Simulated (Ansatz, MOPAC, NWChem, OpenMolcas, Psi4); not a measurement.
# A ladder of methods for BSiH4OF (SMILES FBO[SiH3])

The runs start from one conformer, not always the lowest.

BSiH4OF, singlet, SMILES `FBO[SiH3]`. Each level relaxes the structure for itself.

Each level gives the highest harmonic wavenumber at each level's own minimum (cm⁻¹). The values are calculated.

```
                              level            kind     program  value (cm⁻¹)
                              MNDOD  semi-empirical       MOPAC          2891
                                PM6  semi-empirical       MOPAC          2911
                           PM6-D3H4  semi-empirical       MOPAC          2910
                           PM6-DH2X  semi-empirical       MOPAC          2911
                           HF/3-21G    Hartree–Fock  OpenMolcas          2849
    HF/6-31G* (Cartesian functions)    Hartree–Fock  OpenMolcas          2786
              B3LYP-D3(BJ)/6-311G**   global hybrid      NWChem          2628
                  PBE0-D4/def2-TZVP   global hybrid      Ansatz          2629
PBE0-D4/def2-TZVP (density fitting)   global hybrid        Psi4          2621
```

Harmonic and unscaled. The values span 2621 to 2911 cm⁻¹.
